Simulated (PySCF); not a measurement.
Job file and geometry (Å, from GFN2-xTB) of an NMR shielding run on `C1[C@H](CC)C12CCC2`, C8H14, PySCF 2.14.0, density-fitted response routines, GIAO PBE0/pcSseg-1 NMR shielding, non-relativistic, gas phase; density fitting, a coarse starting grid and PySCF grid level 2 are the driver's defaults:

```
{"job": {"kind": "nmr", "xc": "PBE0", "basis": "pcSseg-1"}, "charge": 0, "multiplicity": 1}
C     -3.052013     0.236035     0.468741
C     -1.641380     0.702432     0.123142
C     -0.605461    -0.309229     0.553471
C     -0.230217    -1.435823    -0.371305
C      0.746059    -0.338166    -0.089078
C      2.089764    -0.474064     0.610582
C      2.677922     0.547226    -0.379796
C      1.313963     0.662346    -1.083681
H     -3.788853     0.963797     0.136266
H     -3.263412    -0.716168    -0.012659
H     -3.155849     0.106732     1.543939
H     -1.443972     1.658540     0.616776
H     -1.564271     0.859885    -0.954357
H     -0.641846    -0.544333     1.612164
H     -0.692355    -1.462718    -1.347617
H     -0.042481    -2.412675     0.049980
H      2.528009    -1.469725     0.548115
H      2.094153    -0.154574     1.652339
H      3.017690     1.470736     0.083882
H      3.474290     0.154644    -1.008005
H      1.306930     0.322026    -2.118365
H      0.862920     1.652462    -1.036167
```

Question: What does the program print?

Answer: 
```
coarse grid: 17368 points
cycle   1  E = -312.6956989323  dE =  1.054e+00  |g| = 4.452e-01  |ddm| = 4.114e+00
cycle   2  E = -312.6862569995  dE =  9.442e-03  |g| = 5.015e-01  |ddm| = 9.417e-01
cycle   3  E = -312.7530447366  dE = -6.679e-02  |g| = 3.815e-02  |ddm| = 5.289e-01
cycle   4  E = -312.7532291694  dE = -1.844e-04  |g| = 2.452e-02  |ddm| = 5.889e-02
cycle   5  E = -312.7533641678  dE = -1.350e-04  |g| = 4.794e-03  |ddm| = 2.584e-02
cycle   6  E = -312.7533693795  dE = -5.212e-06  |g| = 9.038e-04  |ddm| = 5.789e-03
final grid: 164872 points
cycle   7  E = -312.8035519346  dE = -5.868e-05  |g| = 9.858e-03  |ddm| = 4.695e-02
cycle   8  E = -312.8035424941  dE =  9.440e-06  |g| = 1.165e-02  |ddm| = 2.139e-02
cycle   9  E = -312.8035778730  dE = -3.538e-05  |g| = 7.021e-04  |ddm| = 1.183e-02
cycle  10  E = -312.8035779730  dE = -9.992e-08  |g| = 2.473e-04  |ddm| = 8.883e-04
cycle  11  E = -312.8035779870  dE = -1.401e-08  |g| = 4.021e-05  |ddm| = 2.737e-04
cycle  12  E = -312.8035779873  dE = -3.292e-10  |g| = 1.707e-05  |ddm| = 6.850e-05
converged SCF energy = -312.8035779873

GIAO shielding tensors (ppm)
atom      isotropic    diamagn.    paramagn.     s11        s22        s33       span
  0 C      170.724     244.915     -74.191    160.122    164.394    187.657     27.535
  1 C      158.349     246.319     -87.969    147.909    156.097    171.042     23.132
  2 C      156.537     251.345     -94.808    120.623    155.930    193.058     72.435
  3 C      164.024     253.311     -89.287    136.591    159.333    196.148     59.556
  4 C      165.301     251.466     -86.165    133.287    149.412    213.204     79.917
  5 C      155.518     247.658     -92.141    138.715    146.201    181.637     42.922
  6 C      171.232     254.918     -83.686    164.657    166.478    182.561     17.904
  7 C      160.540     246.675     -86.135    142.856    156.957    181.807     38.951
  8 H       30.533      27.247       3.285     25.716     27.483     38.399     12.682
  9 H       30.628      29.130       1.497     25.629     30.032     36.222     10.594
 10 H       30.646      28.726       1.920     26.407     28.649     36.882     10.475
 11 H       29.801      31.887      -2.086     24.012     29.806     35.585     11.572
 12 H       31.438      32.882      -1.444     25.867     32.676     35.770      9.903
 13 H       31.308      34.538      -3.230     25.322     30.093     38.509     13.187
 14 H       31.852      33.765      -1.913     27.372     29.144     39.039     11.667
 15 H       31.223      33.465      -2.242     26.554     27.475     39.640     13.086
 16 H       29.481      30.701      -1.220     25.605     27.472     35.367      9.762
 17 H       29.553      31.255      -1.702     25.664     27.710     35.285      9.621
 18 H       29.651      30.464      -0.813     26.108     26.851     35.994      9.885
 19 H       29.597      29.749      -0.151     26.057     26.556     36.180     10.123
 20 H       29.718      31.046      -1.329     25.761     27.822     35.570      9.808
 21 H       29.492      31.862      -2.370     25.104     29.281     34.089      8.985
```

Size and cost of the density-fitted run: 206 basis functions, 38 s wall time on 1 thread of an x86-64 server CPU, shared host.
